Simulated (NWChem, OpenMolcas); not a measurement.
How methods differ on CH4AlClO (SMILES C[O][AlH][Cl])

CH4AlClO has 8 atoms, charge 0, and is taken as a singlet. As SMILES, `C[O][AlH][Cl]`. Geometry: relaxed at PBE0-D4/def2-TZVP. This is one conformer, not always the lowest.

Quantity: the HOMO–LUMO gap, in eV. The values are calculated.

```tsv
level	kind	program	value (eV)	CPU time
HF/6-31G* (spherical functions)	Hartree–Fock	OpenMolcas	14.22	4.3 s
BLYP/6-31G* (spherical functions)	GGA	OpenMolcas	5.40	17 s
PBE/6-31G* (spherical functions)	GGA	OpenMolcas	5.40	16 s
M06-L/6-31G* (spherical functions)	meta-GGA	OpenMolcas	6.13	20 s
TPSS/6-31G* (spherical functions)	meta-GGA	OpenMolcas	5.71	22 s
B3LYP/6-31G* (spherical functions)	global hybrid	OpenMolcas	7.23	16 s
B3LYP/6-31G* (Cartesian functions)	global hybrid	NWChem	7.23	19 s
B2PLYP/6-31G* (spherical functions)	double hybrid	OpenMolcas	10.14	11 s
```

The values span 5.40 to 14.22 eV. Orbital gaps aren't excitation energies, and those of double hybrids come from the SCF part alone; they tend to grow with the share of exact exchange. CPU times are rough (shared hosts, several kinds of processor and program).
